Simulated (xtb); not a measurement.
CH₅S (SMILES C[SH2+]), charge +1, singlet, at a GFN2-xTB geometry; GFN2-xTB (xtb).

xtb was given this input:
```
$ xtb mol.xyz --gfn 2 --chrg 1 --acc 0.0001 --json

# file mol.xyz
7

C     -0.03747748     1.18530286    -0.11525700
S     -0.02095352    -0.61772925     0.15157957
H      1.25160297    -0.85395482    -0.24996242
H     -1.06827047     1.52354437    -0.03438541
H      0.54627907     1.64404919     0.67989192
H      0.37245221     1.44603148    -1.08584758
H     -0.54194256    -0.98781933    -1.04342765
```

Q: Predict the main parts of the log of this xtb run.

A: 
```
   ID    Z sym.   atoms
    1    6 C      1
    2   16 S      2
    3    1 H      3-7

           -------------------------------------------------
          |                Calculation Setup                |
           -------------------------------------------------

           -------------------------------------------------
          |                 G F N 2 - x T B                 |
           -------------------------------------------------

          ...................................................
          :                      SETUP                      :
          :.................................................:
          :  # basis functions                  19          :
          :  # atomic orbitals                  18          :
          :  # shells                           10          :
          :  # electrons                        14          :
          :  max. iterations                   250          :
          :  Hamiltonian                  GFN2-xTB          :
          :  restarted?                      false          :
          :  GBSA solvation                  false          :
          :  PC potential                    false          :
          :  electronic temp.          300.0000000     K    :
          :  accuracy                    0.0001000          :
          :  -> integral cutoff          0.6500000E+02      :
          :  -> integral neglect         0.1000000E-11      :
          :  -> SCF convergence          0.1000000E-09 Eh   :
          :  -> wf. convergence          0.1000000E-07 e    :
          :  Broyden damping             0.4000000          :
          :  net charge                          1          :
          :  unpaired electrons                  0          :
          ...................................................

 iter      E             dE          RMSdq      gap      omega  full diag
   1     -7.5149651 -0.751497E+01  0.398E+00    6.83       0.0  T
   2     -7.5245768 -0.961171E-02  0.208E+00    6.66       1.0  T
   3     -7.5255572 -0.980314E-03  0.111E+00    6.56       1.0  T
   4     -7.5256777 -0.120511E-03  0.332E-01    6.44       1.0  T
   5     -7.5257131 -0.354699E-04  0.566E-02    6.47       1.0  T
   6     -7.5257137 -0.524395E-06  0.950E-03    6.47       4.0  T
   7     -7.5257137 -0.159490E-08  0.408E-03    6.48       9.3  T
   8     -7.5257137 -0.364956E-08  0.604E-04    6.48      62.5  T
   9     -7.5257137 -0.998055E-10  0.196E-04    6.48     193.0  T
  10     -7.5257137 -0.220108E-10  0.323E-05    6.48    1170.2  T
  11     -7.5257137 -0.356337E-11  0.143E-05    6.48    2635.7  T
  12     -7.5257137 -0.314415E-12  0.185E-06    6.48   20389.4  T
  13     -7.5257137 -0.266454E-14  0.666E-07    6.48   56763.0  T
  14     -7.5257137  0.444089E-14  0.171E-07    6.48  100000.0  T
  15     -7.5257137 -0.888178E-14  0.969E-09    6.48  100000.0  T
  16     -7.5257137  0.976996E-14  0.192E-09    6.48  100000.0  T

   *** convergence criteria satisfied after 16 iterations ***

         :::::::::::::::::::::::::::::::::::::::::::::::::::::
         ::                     SUMMARY                     ::
         :::::::::::::::::::::::::::::::::::::::::::::::::::::
         :: total energy              -7.451090089643 Eh    ::
         :: gradient norm              0.000030312781 Eh/a0 ::
         :: HOMO-LUMO gap              6.475098786343 eV    ::
         ::.................................................::
         :: SCC energy                -7.525713485231 Eh    ::
         :: -> isotropic ES            0.119402339807 Eh    ::
         :: -> anisotropic ES         -0.004450231306 Eh    ::
         :: -> anisotropic XC          0.005039012940 Eh    ::
         :: -> dispersion             -0.001726842196 Eh    ::
         :: repulsion energy           0.074623395588 Eh    ::
         :: add. restraining           0.000000000000 Eh    ::
         :: total charge               1.000000000000 e     ::
         :::::::::::::::::::::::::::::::::::::::::::::::::::::

           -------------------------------------------------
          |                Property Printout                |
           -------------------------------------------------

    * Orbital Energies and Occupations

         #    Occupation            Energy/Eh            Energy/eV
      -------------------------------------------------------------
         1        2.0000           -0.9924723             -27.0065
         2        2.0000           -0.8237069             -22.4142
         3        2.0000           -0.7594103             -20.6646
         4        2.0000           -0.7517672             -20.4566
         5        2.0000           -0.7153492             -19.4656
         6        2.0000           -0.6926857             -18.8489
         7        2.0000           -0.6857714             -18.6608 (HOMO)
         8                         -0.4478159             -12.1857 (LUMO)
         9                         -0.4400028             -11.9731
        10                         -0.2840839              -7.7303
        11                         -0.2743853              -7.4664
        12                         -0.2559492              -6.9647
        13                         -0.1994035              -5.4260
        14                         -0.0484378              -1.3181
        15                          0.0067288               0.1831
        16                          0.0222602               0.6057
        17                          0.2132280               5.8022
        18                          0.3285619               8.9406
      -------------------------------------------------------------
                  HL-Gap            0.2379555 Eh            6.4751 eV
             Fermi-level           -0.5667937 Eh          -15.4232 eV

     #   Z          covCN         q      C6AA      α(0)
     1   6 C        3.743    -0.135    23.166     6.866
     2  16 S        2.811     0.288   129.871    19.180
     3   1 H        0.921     0.217     1.017     1.577
     4   1 H        0.925     0.140     1.462     1.891
     5   1 H        0.925     0.140     1.462     1.891
     6   1 H        0.925     0.133     1.510     1.922
     7   1 H        0.921     0.217     1.017     1.577

 Mol. C6AA /au·bohr⁶  :        476.471306
 Mol. C8AA /au·bohr⁸  :      15646.226308
 Mol. α(0) /au        :         34.904069

Wiberg/Mayer (AO) data.
largest (>0.10) Wiberg bond orders for each atom

 ---------------------------------------------------------------------------
     #   Z sym  total        # sym  WBO       # sym  WBO       # sym  WBO
 ---------------------------------------------------------------------------
     1   6 C    3.904 --     2 S    1.006     6 H    0.966     5 H    0.960
                             4 H    0.960
     2  16 S    2.922 --     1 C    1.006     7 H    0.937     3 H    0.937
     3   1 H    0.953 --     2 S    0.937
     4   1 H    0.980 --     1 C    0.960
     5   1 H    0.980 --     1 C    0.960
     6   1 H    0.982 --     1 C    0.966
     7   1 H    0.953 --     2 S    0.937
 ---------------------------------------------------------------------------

Topologies differ in total number of bonds
Writing topology from bond orders to xtbtopo.mol

molecular dipole:
                 x           y           z       tot (Debye)
 q only:        0.245      -0.191      -0.522
   full:        0.298      -0.178      -0.643       1.856
molecular quadrupole (traceless):
                xx          xy          yy          xz          yz          zz
 q only:       -0.896      -0.730       2.578       0.303       1.077      -1.682
  q+dip:       -0.101      -0.828       1.183       0.351       1.671      -1.082
   full:       -0.267      -0.890       1.711       0.453       1.701      -1.445

           -------------------------------------------------
          | TOTAL ENERGY               -7.451090089643 Eh   |
          | GRADIENT NORM               0.000030312781 Eh/α |
          | HOMO-LUMO GAP               6.475098786343 eV   |
           -------------------------------------------------

normal termination of xtb
```
